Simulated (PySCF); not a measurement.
# Dipole polarisabilities along the 3d series, charge +1

Calculated with PySCF 2.14 for the ground configurations, without spin-orbit coupling: coupled response for Hartree-Fock and DFT. Mean α in bohr³, C₆ of like pairs in atomic units.

| species | α UHF | α PBE | α PBE0 | C₆ UHF | C₆ PBE | C₆ PBE0 |
| --- | --- | --- | --- | --- | --- | --- |
| Sc⁺ [Ar] 3d1 4s1 (aug-cc-pVTZ-DK, spin-free X2C) | 76.28 | 58.84 | 62.95 | 563.7 | 399.1 | 435.4 |
| Ti⁺ [Ar] 3d2 4s1 (aug-cc-pVTZ, non-relativistic) | 64.62 | 47.50 | 51.19 | 443.0 | 300.5 | 328.8 |
| V⁺ [Ar] 3d4 (aug-cc-pVTZ, non-relativistic) | 11.29 | 17.84 | 15.84 | 41.43 | 67.57 | 59.86 |
| Cr⁺ [Ar] 3d5 (aug-cc-pVTZ-DK, spin-free X2C) | 9.245 | 14.46 | 12.39 | 33.54 | 54.29 | 46.03 |
| Mn⁺ [Ar] 3d5 4s1 (aug-cc-pVTZ-DK, spin-free X2C) | 38.77 | 27.45 | 29.62 | 213.5 | 143.3 | 155.4 |
| Fe⁺ [Ar] 3d6 4s1 (aug-cc-pVTZ, non-relativistic) | 36.39 | 25.52 | 27.58 | 190.7 | 127.1 | 138.0 |
| Co⁺ [Ar] 3d8 (aug-cc-pVTZ-DK, spin-free X2C) | 6.451 | 9.869 | 8.561 | 21.44 | 33.21 | 28.86 |
| Ni⁺ [Ar] 3d9 (aug-cc-pVTZ-DK, spin-free X2C) | 5.652 | 9.028 | 7.495 | 18.09 | 29.47 | 24.30 |
| Cu⁺ [Ar] 3d10 (aug-cc-pVTZ-DK, spin-free X2C) | 4.867 | 7.280 | 6.397 | 14.95 | 22.42 | 19.79 |
| Zn⁺ [Ar] 3d10 4s1 (aug-cc-pVTZ-DK, spin-free X2C) | 23.72 | 16.72 | 18.00 | 101.6 | 68.55 | 74.03 |

The values depend on the diffuse functions of the basis.
